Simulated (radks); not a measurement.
Task: These are the eigenvalues of the occupied orbitals of an atom or ion with whole-number occupations (eV). Method: non-relativistic Kohn-Sham, exchange-only PBE, spin-polarised, spherical densities, point nucleus; computed with a radial shooting solver on a logarithmic mesh with Libxc functionals.

orbital  eigenvalue
1s down   -19331.61
1s up     -19331.59
2s up     -2688.706
2s down   -2688.180
2p up     -2476.945
2p down   -2476.568
3s up     -459.9344
3s down   -459.6731
3p up     -378.6073
3p down   -378.3013
3d up     -229.6241
3d down   -229.1394
4s up      -67.4497
4s down    -64.2009
4p up      -44.5520
4p down    -41.0170
4d up      -10.9506

Which element is it, and in what charge state? The configuration may be excited. Open shells, if any, are filled with parallel spins first.

Result: Z = 42, molybdenum, charge +1: Mo+ in [Kr] 4d5. The list shows which subshells hold electrons but not how many an open one holds; the 1s level, -710.42 hartree, gives Z - s = 37.7 by -(Z - s)^2/2, which with screening narrows Z to a few neighbours, and the depths of the outer levels then fix element, charge and occupations together.
